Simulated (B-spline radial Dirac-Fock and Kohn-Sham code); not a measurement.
# Ni⁴⁺ 3d5/2: cross section and angular parameters

System: nickel as Ni⁴⁺, configuration [Ar] 3d6; threshold 78.01 eV (orbital energy of the model). Level of theory: Dirac-Hartree-Slater photoionisation with a Latter tail; cross sections with all multipoles, angular parameters from the dipole term and its interference with E2; a radial B-spline solver.

Input of the calculation (task.json; shells as n, l, electrons):

```json
{"items": [{
  "Z": 28,
  "q": 4,
  "cfg": [[1, 0, 2], [2, 0, 2], [2, 1, 6], [3, 0, 2], [3, 1, 6], [3, 2, 6]],
  "A": 58,
  "rrms": 3.7757,
  "do": "xps",
  "hv": [98.8, 113.0, 168.0, 200, 246.0, 268.0, 282.0, 300, 400, 468.0, 531.0, 568.0, 762.0, 800, 1130.0, 1253.6, 1390.0, 1670.0, 1980.0, 2984.4, 3160.0, 3690.0, 4100.0, 4320.0, 6000, 6280.0, 6450.0, 9330.0, 15000]
}]}
```

Command: `python xray2_run.py task.json out`

| hν (eV) | σ (kb) | β | γ | δ |
| --- | --- | --- | --- | --- |
| 98.8 | 3730 | 0.469 | -0.008 | 0.011 |
| 113 | 3260 | 0.617 | -0.003 | 0.013 |
| 168 | 1710 | 0.950 | 0.020 | 0.019 |
| 200 | 1180 | 1.055 | 0.034 | 0.022 |
| 246 | 731 | 1.146 | 0.062 | 0.025 |
| 268 | 593 | 1.174 | 0.077 | 0.027 |
| 282 | 521 | 1.187 | 0.086 | 0.028 |
| 300 | 445 | 1.202 | 0.097 | 0.029 |
| 400 | 203 | 1.233 | 0.160 | 0.035 |
| 468 | 129 | 1.232 | 0.198 | 0.039 |
| 531 | 88.8 | 1.223 | 0.234 | 0.043 |
| 568 | 72.5 | 1.216 | 0.253 | 0.045 |
| 762 | 28.9 | 1.160 | 0.349 | 0.056 |
| 800 | 24.7 | 1.147 | 0.365 | 0.059 |
| 1130 | 7.74 | 1.039 | 0.485 | 0.079 |
| 1253.6 | 5.40 | 1.001 | 0.520 | 0.087 |
| 1390 | 3.76 | 0.962 | 0.554 | 0.096 |
| 1670 | 1.94 | 0.891 | 0.615 | 0.113 |
| 1980 | 1.04 | 0.825 | 0.669 | 0.133 |
| 2984.4 | 0.217 | 0.674 | 0.793 | 0.194 |
| 3160 | 0.174 | 0.655 | 0.809 | 0.204 |
| 3690 | ? | ? | ? | ? |
| 4100 | 0.0616 | 0.570 | 0.882 | 0.256 |
| 4320 | 0.0498 | 0.553 | 0.896 | 0.268 |
| 6000 | 0.0128 | 0.454 | 0.975 | 0.351 |
| 6280 | 0.0106 | 0.441 | 0.984 | 0.365 |
| 6450 | 0.00942 | 0.433 | 0.989 | 0.373 |
| 9330 | 0.00192 | 0.336 | 1.025 | 0.496 |
| 15000 | 0.000238 | 0.257 | 1.041 | 0.691 |

Question: Give the values at 3690 eV.

Answer: σ = 0.0941 kb, β = 0.603, γ = 0.853, δ = 0.234.
